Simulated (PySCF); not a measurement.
Rigid-rotor lines calculated for a species of formula C4H4F6O (commonest isotopes; PySCF 2.14.0, PBE0-D3(BJ)/def2-SVP geometry optimisation, gas phase), labelled J(Ka,Kc):

```tsv
transition	MHz
2(1,2) ← 1(1,1)	1848.5
1(0,1) ← 0(0,0)	926.1
1(1,1) ← 0(0,0)	3055.9
2(1,1) ← 1(1,0)	1856.0
2(0,2) ← 1(0,1)	1852.3
```

Problem. Find the rotational constants.

Solution. 1(0,1) ← 0(0,0) is B + C, 2(1,1) ← 1(1,0) is 3B + C and 2(1,2) ← 1(1,1) is B + 3C, so B − C is half the difference of the last two, 3.8 MHz. 1(1,1) ← 0(0,0) is A + C. A = 2594.8, B = 464.9, C = 461.2 MHz.

Problem. What moments of inertia, asymmetry and inertial defect follow?

Solution. I = 505379 MHz·u·Å² over each constant: Ia = 194.77, Ib = 1086.98, Ic = 1095.81 u·Å²; κ = (2B − A − C)/(A − C) = -0.996 (near-prolate asymmetric top); Δ = Ic − Ia − Ib = -185.94 u·Å².

Problem. Which dipole components do these lines need?

Solution. μa and μb (a-type: ΔKa even, ΔKc odd; b-type: both odd). The calculation gives |μa| = 0.88 D, |μb| = 0.13 D, |μc| = 1.69 D.

Problem. Where do these fall, and of which type are they? 1(1,0) ← 0(0,0); 2(2,0) ← 2(1,1); 2(1,1) ← 1(0,1); 2(2,0) ← 1(1,0); 2(2,1) ← 1(1,0); 1(1,1) ← 1(0,1); 1(1,0) ← 1(0,1); 2(2,1) ← 1(1,1); 2(2,1) ← 2(1,2); 2(2,0) ← 1(1,1); 2(2,1) ← 2(1,1); 2(1,2) ← 1(0,1); 2(1,1) ← 2(0,2).

Solution. 
```csv
transition,MHz,type,branch
"1(1,1) ← 1(0,1)",2130,c,Q
"1(1,0) ← 1(0,1)",2134,b,Q
"2(1,1) ← 2(0,2)",2137,b,Q
"1(1,0) ← 0(0,0)",3060,c,R
"2(1,2) ← 1(0,1)",3978,b,R
"2(1,1) ← 1(0,1)",3990,c,R
"2(2,1) ← 2(1,1)",6389,c,Q
"2(2,0) ← 2(1,1)",6389,b,Q
"2(2,1) ← 2(1,2)",6401,b,Q
"2(2,1) ← 1(1,0)",8245,b,R
"2(2,0) ← 1(1,0)",8245,c,R
"2(2,1) ← 1(1,1)",8249,c,R
"2(2,0) ← 1(1,1)",8249,b,R
```

Problem. Which structure gave them?

Solution. CF3CH2OCH2CF3, `FC(F)(F)COCC(F)(F)F`, point group C1. Three constants can't fix a structure by themselves; this is the one that was computed:
```xyz
15
C4H4F6O angstrom
F      1.802    1.063    1.024
C      2.144   -0.116    0.485
F      2.255   -0.993    1.476
F      3.342    0.029   -0.084
C      1.130   -0.561   -0.554
O     -0.144   -0.710   -0.029
C     -0.904    0.449    0.115
C     -2.359    0.098   -0.105
F     -3.103    1.197    0.051
F     -2.570   -0.372   -1.333
F     -2.784   -0.815    0.762
H      1.165    0.165   -1.387
H      1.457   -1.540   -0.933
H     -0.809    0.896    1.120
H     -0.635    1.220   -0.628
```

The values belong to one conformer (point group C1) with, in the numbering `[F:1][C:2]([F:3])([F:4])[CH2:5][O:6][CH2:7][C:8]([F:9])([F:10])[F:11]`, C2–C5–O6–C7 81°, C5–O6–C7–C8 147°. PBE0-D3(BJ)/def2-SVP frequencies: not computed here. Zero-point vibration and centrifugal distortion are left out.

Rough CPU time on one thread of a shared machine: about 3 min. These figures are those of the optimisation.
